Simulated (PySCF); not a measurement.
AuCl, SMILES [Cl][Au], multiplicity 1.

Geometry optimised at PBE-D3(BJ)/def2-TZVPD. The spin state was assumed, not searched. The def2 effective core potentials stand for the cores of Au; spin–orbit coupling is left out.

These are PBE0/def2-TZVPD (PySCF) values and carry that method's errors.

Gas-phase values at a fixed geometry.

```
Quantity                                                                                                        Value
---------------------------------------------------------------------------------------------  ----------------------
total energy                                                                                       -595.80462 hartree
point group                                                                                                       C∞v
highest occupied level                                                                                       -8.03 eV
lowest empty level                                                                                           -3.83 eV
orbital gap                                                                                                   4.20 eV
dipole moment                                                                                                  3.91 D
quadrupole, principal values (traceless, Buckingham form, about the centre of nuclear charge)  -0.29, -0.29, 0.58 D·Å
mean static polarisability                                                                       44.6 bohr³ (6.61 Å³)
polarisability, principal values                                                               37.0, 37.0, 59.8 bohr³
```
